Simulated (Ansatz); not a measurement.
Stepwise reaction of `[OH][Al]([O][SiH3])[O][SiH3]` with hydrogen chloride, as a gas-phase model of exchange steps in deposition or etching. ΔE in kJ/mol.

Gas-phase electronic energies from Ansatz, PBE0-D4/def2-TZVP geometries. CCSD(T)/CBS is the MP2 limit (def2-TZVPP, def2-QZVPP) plus CCSD(T) − MP2 in def2-TZVPP, frozen cores. This one scheme is used for every species. DFT in def2-TZVPP. B3LYP here is the variant with VWN-RPA as its local correlation; programs differ in this. Each species was taken in one conformer, which may not be the lowest.

```json
{"step": "1", "reaction": "`[OH][Al]([O][SiH3])[O][SiH3]` + HCl → `[OH][Al]([Cl])[O][SiH3]` + `O[SiH3]`", "PBE-D4": "-8.7", "B3LYP-D4": "1.1", "ωB97M-V": "-4.2", "CCSD(T)/CBS": "-1.9"}
{"step": "2", "reaction": "`[OH][Al]([Cl])[O][SiH3]` + HCl → `[OH][Al]([Cl])[Cl]` + `O[SiH3]`", "PBE-D4": "-8.1", "B3LYP-D4": "2.2", "ωB97M-V": "-2.8", "CCSD(T)/CBS": "-0.3"}
```

**Question.** By hand: ΔE of the 2 steps together at CCSD(T)/CBS.

**Answer.** (-1.9) + (-0.3) = -2.2 kJ/mol, or -1.1 kJ/mol a step.

In ΔE the steps differ by no more than 1.6 kJ/mol. PBE-D4 differs from CCSD(T)/CBS by -7.8 to -6.8 kJ/mol a step. Isolated molecules leave out the surface, adducts and barriers. Largest T1 diagnostic: 0.012.
